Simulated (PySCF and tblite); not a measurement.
C5H7NS2, numbered as in [N:1]#[C:2][C@@H:3]1[CH2:4][CH2:5][S:6][CH2:7][S:8]1: conformational analysis

Level: PBE0-D3(BJ)/pcSseg-1//GFN2-xTB, thermal terms from GFN2-xTB, symmetry numbers and mirror pairs counted. Conformers within 2.5 kcal/mol (GFN2-xTB free energy) were kept, 6 at most. GIAO shieldings: PBE0/pcSseg-1. Shifts are against TMS (¹H), TMS (¹³C), NH3 (¹⁵N) at the same level; of two unlike H on one atom, a is the less shielded. Codes: tblite and PySCF.

The 6-ring runs over atoms 3–4–5–6–7–8.

| conformer | shape | symmetry | E(GFN2) kcal/mol | E(DFT) kcal/mol | G(298.15 K) kcal/mol | weight % | dipole D |
| --- | --- | --- | --- | --- | --- | --- | --- |
| 1 | 6-ring chair (C2 axial) | C1 | 0.00 | 0.00 | 0.00 | 97.8 | 2.60 |
| 2 | 6-ring chair (all substituents equatorial) | C1 | 2.46 | 2.46 | 2.23 | 2.2 | 4.11 |

Weights (%) against temperature:

| T (K) | 1 | 2 | S(mix) cal/mol/K |
| --- | --- | --- | --- |
| 250 | 98.9 | 1.1 | 0.12 |
| 298.15 | 97.8 | 2.2 | 0.21 |
| 350 | 96.1 | 3.9 | 0.33 |

Averaged shifts at 298.15 K. ¹H: 4.81 (H7a, 1H), 3.52 (H5a, 1H), 3.42 (H7b, 1H), 3.35 (H3, 1H), 2.50 (H5b, 1H), 2.20 (H4a, 1H), 2.18 (H4b, 1H) ppm. ¹³C: 122.2 (C2), 41.8 (C7), 33.5 (C4), 33.0 (C3), 32.9 (C5) ppm. ¹⁵N: 310.2 (N1) ppm.

Coordinates of conformer 1 (Å):

```xyz
15

N     0.469    2.133    1.728
C     0.133    1.725    0.713
C    -0.239    1.161   -0.556
C    -1.274    0.040   -0.417
C    -0.839   -1.060    0.542
S     0.542   -2.050   -0.121
C     1.764   -0.718   -0.223
S     1.301    0.585   -1.398
H    -0.618    1.954   -1.208
H    -2.207    0.476   -0.049
H    -1.457   -0.388   -1.406
H    -0.532   -0.650    1.506
H    -1.648   -1.772    0.696
H     2.690   -1.153   -0.591
H     1.909   -0.276    0.762
```

Coordinates of conformer 2 (Å):

```xyz
15

N     3.393    1.249    0.144
C     2.298    0.929    0.199
C     0.925    0.498    0.261
C     0.727   -0.790   -0.542
C    -0.641   -1.415   -0.310
S    -1.991   -0.428   -1.040
C    -1.729    1.084   -0.077
S    -0.125    1.876   -0.389
H     0.648    0.354    1.312
H     0.860   -0.576   -1.605
H     1.496   -1.508   -0.239
H    -0.705   -2.385   -0.801
H    -0.849   -1.539    0.755
H    -1.822    0.860    0.985
H    -2.489    1.797   -0.385
```

Unscaled ¹⁵N shifts at such levels can be off by tens of ppm; differences between conformers or isomers are more reliable. Shifts are unscaled: against experiment ¹³C can be off by 15 ppm or more and ¹H by 0.8 ppm.

Search and properties took 93 s on 1 thread of Arm Neoverse N1, on a host shared with other jobs (rough), launched as `OMP_NUM_THREADS=1 python ens_run.py task.json out`.


¹⁵N shifts are against a computed isolated NH3 molecule, about 20 ppm from the liquid.